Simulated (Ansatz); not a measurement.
`N#[C][Ga]([Cl])[Cl]` + HI → `[Cl][Ga]([Cl])[I]` + `C#N` at 500 K and 1 bar (ligand exchange at a Ga–C bond).

Gas-phase electronic energies from Ansatz, PBE0-D4/def2-TZVP geometries. CCSD(T)/CBS adds triple-zeta CCSD(T) − MP2 to the extrapolated MP2 energy (def2 sets, frozen cores). This one scheme is used for every species. def2 core potentials past Kr. For Ga, I outer-core shells are correlated without core-valence functions, which leaves a few kJ/mol of doubt a bond. Scalar relativity is left out up to krypton.

```tsv
species	CCSD(T)/CBS energy (Eh)	H − E (kJ/mol)	S (J/(mol·K))
`N#[C][Ga]([Cl])[Cl]`	-2936.34762	66.2	398.7
HI	-298.03592	28.6	221.6
`[Cl][Ga]([Cl])[I]`	-3141.09973	42.9	395.6
`C#N`	-93.32098	60.1	220.8
```

H − E and S are ideal-gas, rigid-rotor, harmonic terms from PBE0-D4/def2-TZVP. 1 Eh = 2625.50 kJ/mol, R = 8.31446 J/(mol·K).

**Question.** By hand: ΔE, ΔH, ΔS and ΔG.

**Answer.** ΔE = (-3141.09973) + (-93.32098) − (-2936.34762) − (-298.03592) = -0.03717 Eh = -97.6 kJ/mol. Δ(H − E) = 42.9 + 60.1 − 66.2 − 28.6 = 8.2, so ΔH = -89.4 kJ/mol. ΔS = 395.6 + 220.8 − 398.7 − 221.6 = -3.9 J/(mol·K). ΔG = -89.4 − 500 × (-3.9)/1000 = -87.5 kJ/mol.

**Question.** By hand: the equilibrium constant, and the temperature at which ΔG would vanish if ΔH and ΔS stayed fixed.

**Answer.** log₁₀ K = −ΔG/(RT ln 10) = 9.1. ΔG = 0 at ΔH/ΔS = 22923 K, far beyond where these terms or the molecules hold.

The number of gas molecules stays the same, so ΔS is small and ΔH decides. A doubt of 5 kJ/mol in ΔE shifts log₁₀ K by 0.5 here. These are equilibria of isolated gas molecules and say nothing of rates. Largest T1 diagnostic: 0.014 (customary marks: 0.02 for closed shells, 0.045 for open ones).
